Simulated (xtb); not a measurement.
ZrFH3, SMILES [F][ZrH3], multiplicity 1. All values are semi-empirical tight-binding results from xtb (GFN2-xTB unless named), good for trends rather than for accurate numbers. Coordinates come from a GFN2-xTB optimisation. The spin state was assumed, not searched. The structure was generated by enumeration; whether it is a known compound was not checked.

Optimised geometry:

```xyz
5

Zr     0.0000     0.0000    -0.3027
F      0.0000     0.0000     1.6063
H     -1.5689    -0.9058    -0.7831
H      1.5689    -0.9058    -0.7831
H      0.0000     1.8116    -0.7831
```

For metal compounds this method's bond lengths and energies can be far off.

The point group as xtb finds it comes out as C3v, the orbital gap is 3.50 eV and the zero-point energy is 9.6 kcal/mol. The G − E(el) at 298.15 K (modified RRHO) comes out as -6.2 kcal/mol.

Computed atomic charges and the Wiberg bond orders between heavy atoms:
charges (e) Zr1 1.25, F2 -0.43, H3 -0.27, H4 -0.27, H5 -0.27. Bond orders Zr1–F2 0.93.
